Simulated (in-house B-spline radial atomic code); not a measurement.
How numerical settings move a run on neutral strontium, [Kr] 5s2. Computed with a B-spline radial code for spherical atoms: scalar-relativistic (X2C) CAM-B3LYP, spin-polarised, spherical fractional occupations, Fermi nucleus of rms radius 4.224 fm.

Command:
```bash
python run_scf.py task.json out
```
Settings of the sound reference run:
```
Z                38
electrons        38
configuration    [Kr] 5s2
hamiltonian      x2c
method           camb3lyp
spin_polarised   True
nucleus          fermi
rms_radius       4.224
mass_number      88
atomic_mass      87.90561
speed_of_light   137.036
knot_spacing     0.22
spline_order     8
gauss_points     12
box_radius       50
max_iterations   70
damping          0.5
damped_steps     3
diis_vectors     10
tolerance        1e-08
start            Thomas-Fermi
```

Time taken, with all properties: 1.7 s on 1 thread of Arm Neoverse V1 (shared host).

It converges in 10 iterations to -3179.479897 hartree, with 5s up at -4.82711 eV. The other runs change the listed settings, some to values that make no sense; their results aren't properties of the atom or ion. Radii are in bohr (the nuclear one in fm), a minus after a letter asks for a j subshell, and «unchanged» means within 1e-8 hartree. The run stops when the residual is below 10 × tolerance × max(1, Z/10), or a noise floor if that is larger, and the energy moves by less than 1e-8 × √|E| hartree; so very loose and very tight tolerances often act alike.

| changed settings | outcome |
| --- | --- |
| first_knot = 0.00263 | converged in 10 iterations, energy +1.80e-02 hartree from the reference, 5s up level +2.4e-05 eV |
| electrons = 46, configuration = [Kr] 5s2 7s2 7p6, max_iterations = 60 | converged in 15 iterations to -3178.5235 hartree, a different physical problem (warning: 5s up has a positive eigenvalue: unbound, held by the box) |
| damping = 0.2 | converged in 9 iterations, energy unchanged, 5s up level -2.5e-06 eV |
| electrons = 41, configuration = [Kr] 5s2 6s3, max_iterations = 60 | stopped with error: shell 6s holds at most 1 electrons (per spin) |
| hamiltonian = dirac, method = hf | stopped with error: spin polarisation is not served with the Dirac Hamiltonian |
| damping = 0.95 | converged in 11 iterations, energy unchanged, 5s up level +8.5e-07 eV |
| first_knot = 2.63e-06, max_iterations = 75, damped_steps = 0 | converged in 8 iterations, energy +3.73e-06 hartree from the reference, 5s up level -1.4e-05 eV |
| spline_order = 7, max_iterations = 100, diis_vectors = 20, tolerance = 1e-05 | converged in 8 iterations, energy +3.03e-08 hartree from the reference, 5s up level -2.8e-04 eV |
| damping = 0 | converged in 9 iterations, energy unchanged, 5s up level -4.5e-06 eV |
| knot_spacing = 0.3, first_knot = 0.000263, max_iterations = 50, damping = 0.8, damped_steps = 0 | converged in 9 iterations, energy -1.65e-04 hartree from the reference, 5s up level +6.5e-06 eV |
| damping = 0.8 | converged in 10 iterations, energy unchanged, 5s up level -7.5e-06 eV |
| first_knot = 0.000263 | converged in 10 iterations, energy -1.78e-04 hartree from the reference |
| spline_order = 7, gauss_points = 4, box_radius = 3, max_iterations = 5 | not converged after 5 iterations, last residual 1.1e-03, last energy +3.52e+00 hartree from the reference |

What happens with first_knot = 0.0263?

Converged in 10 iterations, energy +2.25e-01 hartree from the reference, 5s up level +3.0e-04 eV.

What happens with first_knot = 0.00789?

Converged in 10 iterations, energy -6.13e-03 hartree from the reference, 5s up level -9.0e-06 eV.

What happens with first_knot = 2.63e-06?

Converged in 9 iterations, energy +3.73e-06 hartree from the reference, 5s up level -2.0e-05 eV.

What happens with first_knot = 0.0789?

Converged in 10 iterations, energy +2.14e+00 hartree from the reference, 5s up level +2.8e-03 eV.
